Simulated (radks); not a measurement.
Task: All-electron atom: Ta I in [Xe] 4f14 5d1.5 6s2 6p1.5 (fractional occupations, a model configuration). Calculated with a radial shooting solver on a logarithmic mesh with Libxc functionals: scalar-relativistic Kohn-Sham, PBEsol, spin-unpolarised, spherical densities, finite nucleus; Fermi nuclear charge, rms radius 5.3507 fm. Some entries of the table are withheld. Estimate them.

orbital,occ.,eigenvalue (hartree),<r> (bohr),r(max) (bohr)
1s,2,-2474.226,0.01867,0.01168
2s,2,-425.3136,0.07898,(1)
2p,6,-372.8842,0.07058,0.05477
3s,2,-97.58585,0.2049,0.1887
3p,6,-81.98504,0.2049,0.1866
3d,10,-63.74595,0.1856,0.1519
4s,2,-20.05041,0.4589,0.4289
4p,6,(2),0.4879,0.4496
4d,10,-8.37072,0.5233,0.4615
5s,2,-2.89062,1.096,0.9875
5p,6,-1.64605,1.281,1.121
4f,14,-1.11947,0.6378,0.4410
6s,2,-0.28633,(3),2.628
5d,1.5,-0.27681,2.004,1.522
6p,1.5,-0.10259,4.199,(4)

Result: 
(1) 2s r(max) (bohr): 0.06688
(2) 4p eigenvalue (hartree): -14.93057
(3) 6s <r> (bohr): 3.051
(4) 6p r(max) (bohr): 3.476
